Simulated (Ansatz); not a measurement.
**Loss of H2: C2H5BF2 → C2H3BF2 + H2**

Species: C2H5BF2 (ethylidifluoroborane) `CCB(F)F`, singlet; C2H3BF2 (vinyldifluoroborane) `C=CB(F)F`, singlet; H2 (hydrogen), singlet. This is a balance of energies; it says nothing on the path, which may need atoms to shift.

Shapes, held fixed at every level: PBE0-D4/def2-TZVP. Programs: Ansatz 0.2.0. The zero-point and thermal change to 298 K, harmonic and unscaled (PBE0-D4/def2-TZVP), is -26.1 kJ/mol.

Q: Estimate ΔH(298 K) of this reaction.

A: The highest level, CCSD(T)/CBS estimate, gives ΔH(298 K) = +123.2 kJ/mol; the levels span +117.0 to +141.5. The column of differences is taken from that level and isn't an error. No measured value is set beside it here. The CBS estimate extrapolates MP2 from def2-TZVPP and def2-QZVPP and adds CCSD(T) − MP2 in the triple-zeta set, cores frozen; for H2 it overshoots the exact energy by about 1 mEh.

```json
{"level": "HF/def2-TZVPP", "kind": "Hartree–Fock", "ΔH(298 K) (kJ/mol)": "+117.0", "less CCSD(T)/CBS estimate": "-6.2"}
{"level": "r2SCAN-D4/def2-TZVPP", "kind": "meta-GGA", "ΔH(298 K) (kJ/mol)": "+130.2", "less CCSD(T)/CBS estimate": "+7.0"}
{"level": "PBE0-D4/def2-TZVPP", "kind": "global hybrid", "ΔH(298 K) (kJ/mol)": "+141.5", "less CCSD(T)/CBS estimate": "+18.3"}
{"level": "r2SCAN0-D4/def2-TZVPP", "kind": "global hybrid", "ΔH(298 K) (kJ/mol)": "+141.1", "less CCSD(T)/CBS estimate": "+17.9"}
{"level": "B2PLYP/def2-TZVPP", "kind": "double hybrid", "ΔH(298 K) (kJ/mol)": "+119.0", "less CCSD(T)/CBS estimate": "-4.2"}
{"level": "CCSD/def2-SVP", "kind": "coupled cluster or CI", "ΔH(298 K) (kJ/mol)": "+134.3", "less CCSD(T)/CBS estimate": "+11.1"}
{"level": "CCSD/def2-TZVPP", "kind": "coupled cluster or CI", "ΔH(298 K) (kJ/mol)": "+126.9", "less CCSD(T)/CBS estimate": "+3.7"}
{"level": "CCSD(T)/CBS estimate", "kind": "coupled cluster or CI", "ΔH(298 K) (kJ/mol)": "+123.2", "less CCSD(T)/CBS estimate": "0.0"}
```
